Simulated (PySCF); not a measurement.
Simulation results for C2H10Si2, CH8OSi2, C2H9AlSi

Calculation on a computer-drawn molecule: the log of a Hartree-Fock and frozen-core CCSD(T) single point meant for a local Hartree-Fock minimum, with one planted fault or none, to be diagnosed. Offsets are logged minus clean, where the clean run is the same molecule without the fault. The reference is restricted for singlets and unrestricted otherwise, and also for a bond in bohr or an excited solution. Adding or removing an electron swaps singlet and doublet. The excited solution moves the top pair (singlet) or top alpha electron (doublet) to the lowest empty orbital. Highest occupied and lowest empty are orbital energies over both spins, largest force is the largest gradient component, triples share is (T) over the correlation energy, the T1 limit is 0.02 restricted and 0.045 unrestricted, electrons count all cores, a negative frequency is imaginary (commonest isotopes), and the dipole is about the centre of nuclear charge. Program: PySCF 2.14.0.

Common to all runs: meant charge 0; meant multiplicity 1; meant basis cc-pV(D+d)Z; logged SCF converged yes; logged CC converged yes; logged SCF stable within its kind yes; possible faults no fault, one electron removed, one electron added, multiplicity raised by two, geometry at a saddle point, SCF held on an excited solution, minimal basis STO-3G, one bond length entered in bohr, all coordinates scaled.

(1) 
```xyz
14
formula=C2H10Si2 logged_electrons=50 logged_basis_functions=38 logged_spin_squared=0 logged_highest_occupied=-9.6052 logged_lowest_empty=12.881 logged_largest_force=0.029256 logged_T1_diagnostic=0.0034377 logged_D1_diagnostic=0.0087975 logged_triples_share=0.0070192 logged_dipole_magnitude=0.25975 logged_energy_HF=-651.87831 logged_energy_CCSD(T)=-652.13767 planted_fault=minimal_basis_STO-3G HF_energy_offset_from_clean_run=4751 CCSD(T)_energy_offset_from_clean_run=4960
C      1.4458     0.2602     1.2134
Si     1.2139     0.8448    -0.5595
C     -0.5666     1.3607    -0.9188
Si    -1.9164     0.0512    -0.8159
H      2.4943     0.0105     1.3979
H      1.1563     1.0394     1.9246
H      0.8464    -0.6294     1.4247
H      2.1078     2.0046    -0.8108
H      1.6087    -0.2391    -1.4957
H     -0.5919     1.7828    -1.9311
H     -0.8326     2.1801    -0.2394
H     -1.6327    -1.0661    -1.7490
H     -2.0115    -0.5026     0.5572
H     -3.2333     0.6339    -1.1706
```

Units: logged_highest_occupied, logged_lowest_empty in eV; logged_largest_force in hartree/bohr; logged_dipole_magnitude in debye; logged_energy_HF, logged_energy_CCSD(T) in hartree; HF_energy_offset_from_clean_run, CCSD(T)_energy_offset_from_clean_run in kcal/mol.

Drawn bonds:
```tsv
atom	other atom	order
1	2	1
2	3	1
3	4	1
1	5	1
1	6	1
1	7	1
2	8	1
2	9	1
3	10	1
3	11	1
4	12	1
4	13	1
4	14	1
```

(2) 
```xyz
12
formula=CH8OSi2 logged_electrons=49 logged_basis_functions=114 logged_spin_squared=0.7672 logged_highest_occupied=-16.263 logged_lowest_empty=-9.1047 logged_largest_force=0.10806 logged_T1_diagnostic=0.069226 logged_D1_diagnostic=0.48275 logged_triples_share=0.028806 logged_dipole_magnitude=7.3474 logged_energy_HF=-694.97392 logged_energy_CCSD(T)=-695.57105 planted_fault=one_electron_removed HF_energy_offset_from_clean_run=243.3 CCSD(T)_energy_offset_from_clean_run=248.1
C     -2.1949     0.2466     0.2380
Si    -1.2646     0.4639     1.8407
O      0.0388     1.4366     1.5899
Si     1.3833     2.2421     2.0646
H     -1.5574    -0.2106    -0.5233
H     -2.5445     1.2098    -0.1429
H     -3.0661    -0.3985     0.3863
H     -0.7986    -0.8467     2.3514
H     -2.1373     1.0801     2.8673
H      2.3854     1.2942     2.5993
H      1.9521     2.9487     0.8996
H      1.0456     3.2257     3.1169
```

Units: logged_highest_occupied, logged_lowest_empty in eV; logged_largest_force in hartree/bohr; logged_dipole_magnitude in debye; logged_energy_HF, logged_energy_CCSD(T) in hartree; HF_energy_offset_from_clean_run, CCSD(T)_energy_offset_from_clean_run in kcal/mol.

Drawn bonds:
```tsv
atom	other atom	order
1	2	1
2	3	1
3	4	1
1	5	1
1	6	1
1	7	1
2	8	1
2	9	1
4	10	1
4	11	1
4	12	1
```

Notes: T1 above single-reference limit.

(3) 
```xyz
13
formula=C2H9AlSi logged_electrons=48 logged_basis_functions=37 logged_spin_squared=0 logged_highest_occupied=-8.3779 logged_lowest_empty=8.7856 logged_largest_force=0.044182 logged_T1_diagnostic=0.0051878 logged_D1_diagnostic=0.018336 logged_triples_share=0.0080138 logged_dipole_magnitude=0.51624 logged_energy_HF=-604.69203 logged_energy_CCSD(T)=-604.93458 planted_fault=minimal_basis_STO-3G HF_energy_offset_from_clean_run=4485 CCSD(T)_energy_offset_from_clean_run=4675
C     -0.6622     1.4873     1.0597
Si    -0.8660     0.2252    -0.3233
C     -1.4774     1.0190    -1.9158
Al    -0.2964     2.2907    -2.8314
H     -1.6100     1.9904     1.2725
H      0.0731     2.2556     0.8019
H     -0.3273     0.9999     1.9795
H      0.4456    -0.4361    -0.5681
H     -1.8098    -0.8309     0.1276
H     -1.7106     0.2045    -2.6146
H     -2.4252     1.5232    -1.6797
H      0.6136     1.8127    -4.0347
H     -0.2450     3.8068    -2.3764
```

Units: logged_highest_occupied, logged_lowest_empty in eV; logged_largest_force in hartree/bohr; logged_dipole_magnitude in debye; logged_energy_HF, logged_energy_CCSD(T) in hartree; HF_energy_offset_from_clean_run, CCSD(T)_energy_offset_from_clean_run in kcal/mol.

Drawn bonds:
```tsv
atom	other atom	order
1	2	1
2	3	1
3	4	1
1	5	1
1	6	1
1	7	1
2	8	1
2	9	1
3	10	1
3	11	1
4	12	1
4	13	1
```
